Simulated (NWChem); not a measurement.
Molecule: CH$_{5}$F$_{2}$NSi$_{2}$; SMILES F[SiH](F)/N=C/[SiH3]

```xyz
11

F      1.3699     1.8649    -0.2760
Si    -0.0560     1.5046     0.3976
F     -1.1781     2.2432    -0.4876
N     -0.3713    -0.1927     0.3542
C      0.3925    -1.0918    -0.1232
Si    -0.0988    -2.9360    -0.0953
H     -0.0907     2.0269     1.7743
H      1.3783    -0.8340    -0.5776
H      0.9398    -3.6892     0.6728
H     -1.4390    -3.0915     0.5325
H     -0.1034    -3.4458    -1.5006
```
Atoms are numbered in this order, from 1.

Program: NWChem. Pople sets run with spherical d functions. The geometry was optimised at PBE0/def2-SVP. Level TPSS/6-31G*: single points from the atomic guess with DIIS by default; each run changes one setting, and all converged runs end within 0.3 mHa of each other. NWChem's automatic level shift, which a small gap switches on, acted in some of these runs.

Q: Which setting needs the most SCF iterations, or fails (no DIIS, 40 % damping; DIIS on 3 Fock matrices; core-Hamiltonian guess; defaults; level shift of 0.5 Ha throughout)?

A: no DIIS, 40 % damping, which doesn't converge.
```
setting                                 SCF iterations
--------------------------------  --------------------
defaults                                            10
level shift of 0.5 Ha throughout                    14
DIIS on 3 Fock matrices                             12
core-Hamiltonian guess                              21
no DIIS, 40 % damping             not converged in 200
```
